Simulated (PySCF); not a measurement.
CH4FNSi2.
SMILES: `N#C[SiH2][SiH2]F`

Torsions of this conformer, `[N:1]#[C:2][SiH2:3][SiH2:4][F:5]`: C2–Si3–Si4–F5 -177°.

The closed-shell ground state was solved at several levels (PySCF, density fitting, gas phase, non-relativistic). The structure is a single PBE0-D3(BJ)/def2-SVP conformer in the gas phase; no vibrational or solvent corrections.

| level | basis functions | HOMO (eV) | LUMO (eV) | gap (eV) | dipole (D) |
| --- | --- | --- | --- | --- | --- |
| mPW1PW91/pcSseg-2 | 250 | -8.98 | -1.45 | 7.53 | 2.22 |
| HF/pcSseg-2 | 250 | -11.78 | 1.71 | 13.49 | 2.24 |
| LC-wPBE/pcSseg-2 | 250 | -11.56 | 0.74 | 12.30 | 2.23 |
| PBE0/pcSseg-2 | 250 | -8.95 | -1.46 | 7.49 | 2.22 |
| PBE0/def2-SVP | 98 | -8.86 | -1.18 | 7.68 | 2.08 |
| PBE0/aug-cc-pVDZ | 159 | -8.92 | -1.40 | 7.52 | 2.28 |
| B97-2/pcSseg-2 | 250 | -8.72 | -1.45 | 7.27 | 2.22 |
| PBE0/6-31G* | 86 | -8.75 | -1.07 | 7.68 | 2.17 |
| PBE0/cc-pVTZ | 214 | -8.88 | -1.36 | 7.52 | 2.29 |
| B3LYP/cc-pVTZ | 214 | -8.67 | -1.52 | 7.15 | 2.30 |
| BLYP/pcSseg-2 | 250 | -7.62 | -2.17 | 5.45 | 2.27 |
| PBE0/STO-3G | 37 | -5.34 | 4.01 | 9.35 | 2.96 |

(1) Estimate the row for CAM-B3LYP/pcSseg-2, a basis of 250 functions; the other rows only guide the guess.

(2) Over all these levels, which gives the widest orbital gap and which the narrowest?

(3) How much does the basis alone move the frontier levels among the 6 PBE0 rows?

(4) In the pcSseg-2 basis, how does the gap go with the fixed share of exact exchange?

(5) How far do the dipole and the HOMO energy spread over the levels?

Answers

(1) HOMO -10.26 eV, LUMO -0.39 eV, gap 9.87 eV, dipole 2.24 D.

(2) HF/pcSseg-2 (Hartree–Fock, all exact exchange) has the widest, 13.49 eV, and BLYP/pcSseg-2 (GGA) the narrowest, 5.45 eV. The two share the basis. From the narrowest to the widest the HOMO moves by -4.16 eV and the LUMO by +3.88 eV.

(3) The HOMO by 3.61 eV and the LUMO by 5.47 eV. By rising basis size (HOMO, LUMO in eV): STO-3G -5.34, 4.01; 6-31G* -8.75, -1.07; def2-SVP -8.86, -1.18; aug-cc-pVDZ -8.92, -1.40; cc-pVTZ -8.88, -1.36; pcSseg-2 -8.95, -1.46.

(4) BLYP (0 %) 5.45 eV; B97-2 (21 %) 7.27 eV; PBE0 (25 %) 7.49 eV; mPW1PW91 (25 %) 7.53 eV; HF (100 %) 13.49 eV. Each rise in the share widens the gap here.

(5) The dipole runs from 2.08 to 2.96 D (mean 2.29 D) and the HOMO from -11.78 to -5.34 eV.
